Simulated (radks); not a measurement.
Problem. Gd, configuration [Xe] 4f7 5d0.5 6s2 7s0.5 (fractional occupations, a model configuration). Method: Dirac Kohn-Sham, exchange-only LDA, spin-unpolarised, spherical densities, point nucleus; open shells fill j = l - 1/2 first; computed with a radial shooting solver on a logarithmic mesh with Libxc functionals.

Spin-orbit splittings of the eigenvalues, e(l+1/2) - e(l-1/2), with zeta = 2 splitting/(2l+1) and mean radii in bohr:

shell  occ.  splitting (eV)  zeta (eV)  <r> j=l-1/2  <r> j=l+1/2
2p        6           695.0      463.3      0.07749      0.08433
3p        6           142.5      94.99       0.2338       0.2469
3d       10           31.07      12.43       0.2189       0.2229
4p        6               ?          ?       0.5650       0.5949
4d       10           5.758      2.303       0.6307       0.6413
4f        7          0.7528     0.2151       0.8620       0.8750
5p        6           4.411      2.941        1.494        1.592
5d      0.5          0.2951     0.1180        2.632        2.715

Estimate the 4p splitting.

Solution. 31.87 eV (zeta = 21.25 eV).
